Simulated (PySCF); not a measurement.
## Telling isomers of C7H12OSi2 apart by NMR

How the numbers were obtained: σ from GIAO-PBE0/pcSseg-1, GFN2-xTB structure, in PySCF 2.14.0 with density-fitted response routines (single conformer, averaged over atoms made equivalent by symmetry, fast rotation or ring inversion, no solvent model, no relativistic terms).

Chemical shifts δ = σref − σ; TMS for ¹H (σref 31.72) and ¹³C (σref 186.93), all at this level. Where no couplings were computed, multiplicities follow the n + 1 count of equivalent neighbours, and m marks all less simple cases (inequivalent or close neighbours, rings, F or P nearby). Shifts are as computed. Against solution values, carbons near 30 ppm lie about +3 ppm off and those near 130 ppm about +5 ppm. Of 1211 compounds with measured shifts, 218 miss one by over three times the rms of a fit or turn the order of signals round; such compounds aren't used in these exercises.

(1) Tabulate the signals of `C=C[SiH2]CC1=CC(=O)[SiH2]C1`, `[SiH3]Cc1cccc(O[SiH3])c1`, `C=CCC1=CC(=O)[SiH2][SiH2]C1`, `C=C[Si@H](C#CC)C(=C)O[SiH3]` and their relative energies.

(2) What is the quickest way to tell [SiH3]Cc1cccc(O[SiH3])c1 from C=C[Si@H](C#CC)C(=C)O[SiH3]?

(3) What is the quickest way to tell [SiH3]Cc1cccc(O[SiH3])c1 from C=CCC1=CC(=O)[SiH2][SiH2]C1?

(4) What is the quickest way to tell C=C[SiH2]CC1=CC(=O)[SiH2]C1 from [SiH3]Cc1cccc(O[SiH3])c1?

Results:

(1) 
```tsv
SMILES	carbon types	δC	δH	E rel. (kcal/mol)
C=C[SiH2]CC1=CC(=O)[SiH2]C1	2×C 2×CH 3×CH2	232.2, 185.1, 146.9, 144.9, 138.8, 30.2, 17.7	6.50 (m, 1H), 6.45 (m, 1H), 6.36 (s, 1H), 6.33 (m, 1H), 4.49 (m, 2H), 4.13 (m, 2H), 2.33 (t, 2H), 1.92 (m, 2H)	36.8
[SiH3]Cc1cccc(O[SiH3])c1	2×C 4×CH 1×CH2	162.6, 148.6, 134.9, 125.6, 124.3, 114.9, 21.4	7.46 (m, 1H), 7.06 (s, 1H), 7.01 (d, 1H), 6.57 (d, 1H), 5.13 (s, 3H), 3.92 (t, 3H), 2.31 (q, 2H)	0.0
C=CCC1=CC(=O)[SiH2][SiH2]C1	2×C 2×CH 3×CH2	230.0, 164.6, 144.0, 136.8, 125.9, 54.2, 15.5	6.08 (s, 1H), 5.89 (m, 1H), 5.63 (m, 1H), 5.54 (m, 1H), 4.06 (m, 2H), 3.93 (m, 2H), 3.07 (d, 2H), 1.88 (m, 2H)	44.2
C=C[Si@H](C#CC)C(=C)O[SiH3]	3×C 1×CH 2×CH2 1×CH3	170.0, 143.7, 141.9, 113.3, 107.3, 83.5, 6.1	6.47 (m, 1H), 6.46 (m, 1H), 6.19 (m, 1H), 5.00 (br s, 1H), 4.98 (s, 3H), 4.83 (d, 1H), 4.77 (br s, 1H), 2.09 (s, 3H)	61.1
```

Energies are electronic energies at PBE0/pcSseg-1 on these geometries, without zero-point or thermal terms, each for the one conformer computed, which needn't be the lowest.

(2) Both give the same number of carbon signals, but DEPT or the intensities differ. The first has an sp3 CH2 bonded to Si, on an aromatic ring at 21.4 ppm, the second a terminal =CH2 carbon at 143.7 ppm. Their most deshielded carbons lie at 162.6 and 170.0 ppm. In the proton spectra the most deshielded non-exchanging signals are 7.46 (m, 1H) and 6.47 (m, 1H).

(3) Both give the same number of carbon signals, but DEPT or the intensities differ. The first has an aromatic CH at 114.9 ppm, the second a carbonyl carbon (C) at 230.0 ppm. Their most deshielded carbons lie at 162.6 and 230.0 ppm. In the proton spectra the most deshielded non-exchanging signals are 7.46 (m, 1H) and 6.08 (s, 1H).

(4) Both give the same number of carbon signals, but DEPT or the intensities differ. The first has a carbonyl carbon (C) at 232.2 ppm, the second a substituted aromatic carbon (C) at 148.6 ppm. Their most deshielded carbons lie at 232.2 and 162.6 ppm. In the proton spectra the most deshielded non-exchanging signals are 6.50 (m, 1H) and 7.46 (m, 1H).
